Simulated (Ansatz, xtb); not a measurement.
Relaxing a trial structure of CHAlFO

The starting geometry of this gas-phase doublet was built from a drawn formula by distance geometry and a force field; its bonds are those of `F[C][O][AlH]`.

```yaml
atoms:
  - { symbol: C, position_ang: [-2.6450, 1.5106, -0.1290] }
  - { symbol: Al, position_ang: [-1.4417, -0.7574, 0.2602] }
  - { symbol: F, position_ang: [-3.2638, 2.6114, 0.3574] }
  - { symbol: O, position_ang: [-2.1808, 0.8022, 0.9927] }
  - { symbol: H, position_ang: [-2.3428, -2.0445, 0.1056] }
```

Problem. Where would you expect an optimisation with r2SCAN-D4/def2-SVP to take it?

Solution. A new bond forms, giving a structure given below by its coordinates. Distances that change by over a tenth: C1–O4 (1.41 → 1.24 Å), Al2–O4 (1.87 → 2.08 Å). Contacts that close: C1–Al2 (2.60 → 1.96 Å).

The energy falls by 1.06 eV over 13 steps:

```json
{"step": "1", "E − E(last) (eV)": "1.062"}
{"step": "2", "E − E(last) (eV)": "0.715"}
{"step": "4", "E − E(last) (eV)": "0.266"}
{"step": "5", "E − E(last) (eV)": "0.070"}
{"step": "6", "E − E(last) (eV)": "0.067"}
{"step": "8", "E − E(last) (eV)": "0.001"}
{"step": "9", "E − E(last) (eV)": "0.000"}
{"step": "10", "E − E(last) (eV)": "0.000"}
{"step": "12", "E − E(last) (eV)": "0.000"}
{"step": "13", "E − E(last) (eV)": "0.000"}
```

Final geometry (Å):

```xyz
5

C    -2.5239    1.1881    0.2022
Al   -1.5386   -0.4861   -0.0481
F    -3.1995    2.3026    0.0134
O    -2.1658    0.9129    1.3528
H    -2.4463   -1.7953    0.0665
```

From the same start GFN2-xTB reaches the same bonding as this run.

No frequencies were run, so the end isn't proven a minimum. Open shells are spin-unrestricted. Run with Ansatz 0.2.0, 65 s on 1 thread of Arm Neoverse V2 (shared host).
